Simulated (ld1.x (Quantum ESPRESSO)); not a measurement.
K (Z = 19), PAW: configuration errors across variants

K, PAW, made with ld1.x (Quantum ESPRESSO) 7.5 (PBEsol, fully relativistic). Core [Ne], reference 3s2 3p6 3d0 4s0.5 4p0 (charge +0.5). Waves: 3s (bound): rcut 1.95, rcutus 2.10 bohr; 4s (bound): rcut 1.95, rcutus 2.10 bohr; 3p (bound): rcut 2.00, rcutus 2.20 bohr; 4p (bound, empty): rcut 2.00, rcutus 2.20 bohr; 3d (bound, empty): rcut 4.05, rcutus 4.80 bohr; 3d channel at 2.75 Ry: rcut 4.05, rcutus 4.80 bohr. Local part: all-electron potential smoothed inside 2.50 bohr (lloc = -2). Core correction: Bessel-smoothed model core, default radius (core density twice the valence density). Augmentation charge: BESSEL, radius 1.95 bohr.

Open shells are filled in proportion to 2j + 1 (rel_dist='average').

All-electron excitation energies from the reference (eV): (1) 3s2 3p6 3d0 4s1 4p0 -1.621; (2) 3s2 3p6 3d0 4s0 4p0 2.597; (3) 3s2 3p6 3d0 4s0 4p1 -0.103; (4) 3s2 3p6 3d1 4s0 4p0 0.788; (5) 3s1 3p6 3d0 4s1 4p0 40.277; (6) 3s2 3p5 3d0 4s1 4p0 23.276; (7) 3s2 3p6 3d0.5 4s0.5 4p0 -0.412.

2 further variants failed, have other tests or another functional or relativity, and are left out.

Errors AE − PS in meV (a dash: test not solved or not reliable):

```csv
change,(1),(2),(3),(4),(5),(6),(7),bound ghosts
base,0.0,+0.1,0.0,+1.8,-0.1,-4.8,-3.2,not determined
"augmentation PSQ, inside the norm-conserving radii",0.0,0.0,0.0,-3.2,-0.2,-2.4,-3.9,not determined
local potential all-electron potential smoothed inside 4.66 bohr (lloc = -2),–,–,–,–,–,–,–,not determined
"waves 3s (bound): rcut 1.68, rcutus 1.78 bohr; 4s (bound): rcut 1.68, rcutus 1.78 bohr",0.0,0.0,0.0,+2.4,+2.7,-3.8,-3.1,not determined
local potential all-electron potential smoothed inside 3.30 bohr (lloc = -1),0.0,0.0,0.0,-0.5,-7.6,-12,-3.6,not determined
"waves 3p (bound): rcut 2.00, rcutus 3.22 bohr; 4p (bound): rcut 2.00, rcutus 3.22 bohr",+0.4,+0.2,+0.9,-1.4,–,–,–,not determined
```

(1) Give the same row for: wave 3d channel at 2.75 Ry: rcut 4.05, rcutus 4.80 bohr becomes 3d channel at -0.05 Ry: rcut 4.05, rcutus 4.80 bohr.

Results:

(1) 0.0, +0.1, 0.0, +4.2, -0.1, -4.8, +0.5; bound ghosts: not determined.
